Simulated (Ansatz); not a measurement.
Basis-set extrapolation for C$_{2}$H$_{4}$ClFSi (`C=C(F)[SiH2]Cl`) (PBE0-D4/def2-TZVP geometry, frozen core, Ansatz). Multiplicity 1, RHF reference.

```json
{"": "HF", "def2-TZVPP": "-926.058687", "def2-QZVPP": "-926.088372"}
{"": "MP2 correlation", "def2-TZVPP": "-0.872695", "def2-QZVPP": "-0.946857"}
{"": "CCSD(T) correlation", "def2-TZVPP": "-0.955561", "def2-QZVPP": "not run"}
```

Energies in hartree. Use E(X) = E(∞) + A·exp(−7.88·√X) for Hartree–Fock and E(X) = E(∞) + B·X^(−2.97) for correlation, with X = 3 and 4, and add CCSD(T) minus MP2 of the smaller set to the MP2 limit.

**Question.** What is the CCSD(T) energy at the basis-set limit?

**Answer.** HF limit: -926.088372 + (-0.029685) × 0.13774 = -926.09246. MP2 limit: -0.946857 + (-0.074162) × 0.74074 = -1.00179. Higher-order term: -0.955561 − (-0.872695) = -0.08287. Total: -927.17712 hartree, 102.2 kcal/mol below CCSD(T)/def2-TZVPP.
